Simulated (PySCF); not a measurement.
**Vertical excitation energies**

Species: C₄H₇NOS₂.
Atom-mapped SMILES: `[NH2:1][C:2](=[O:3])[CH:4]1[S:5][CH2:6][CH2:7][S:8]1` (hydrogens: H9, H10 on N1; H11 on C4; H12, H13 on C6; H14, H15 on C7)

Cartesian coordinates in Å at the PBE0-D3(BJ)/def2-SVP level; atoms count from 1:
```xyz
15
C4H7NOS2 angstrom
N      2.743   -0.399   -0.376
C      1.456   -0.060   -0.631
O      1.140    0.975   -1.176
C      0.434   -1.089   -0.136
S     -1.029   -1.182   -1.182
C     -1.797    0.247   -0.372
C     -1.740    0.002    1.123
S     -0.078   -0.611    1.569
H      3.462    0.283   -0.584
H      2.995   -1.237    0.126
H      0.868   -2.100   -0.091
H     -2.835    0.320   -0.731
H     -1.239    1.149   -0.661
H     -2.482   -0.750    1.429
H     -1.915    0.931    1.687
```

The calculation used TDDFT CAM-B3LYP/def2-SVPD, vertical, gas phase, core orbitals frozen in the response in PySCF 2.14.0, density-fitted response routines.

Q: What does the calculation give for the low-lying excited states?

A: 

```csv
state,E (eV),E (hartree),f,"main configurations (H = HOMO, L = LUMO)"
S1,4.90,0.1802,0.0013,"H→L (43%), H-1→L (17%), H-1→L+1 (14%)"
S2,5.11,0.1877,0.0023,"H-1→L (35%), H→L (11%), H→L+1 (10%)"
S3,5.40,0.1986,0.0083,"H-1→L+1 (43%), H-2→L+1 (22%), H→L (11%)"
S4,5.75,0.2115,0.010,"H→L+1 (72%), H-1→L (17%)"
S5,6.11,0.2245,0.0031,"H-2→L+1 (30%), H→L+2 (22%), H-1→L+1 (18%)"
S6,6.28,0.2307,0.0046,"H→L+2 (48%), H-2→L+1 (15%), H-1→L+2 (12%)"
```

The lowest singlet comes at 253 nm (473 kJ/mol) in the ultraviolet; it is very weak; its leading configuration is HOMO→LUMO (43%). The strongest level in the table is S4 at 5.75 eV (215 nm, f = 0.010). Löwdin shares by element: HOMO sulfur 74%, carbon 13% or more; LUMO sulfur 59%, hydrogen 8% or more, carbon 6% or more (atoms not listed hold the other 27%). Weighted by f, the mean energy of these states is 5.69 eV. Of the 6 states listed, 1 reaches f = 0.01 and none stays under 0.0005. Orbital energies (eV): HOMO-3 -9.66, HOMO-2 -9.44, HOMO-1 -8.08, HOMO -7.99, LUMO 0.61, LUMO+1 0.85, LUMO+2 1.04. Only the lowest 6 singlets were computed, as vertical energies without vibronic structure.

One conformer stands for the species.
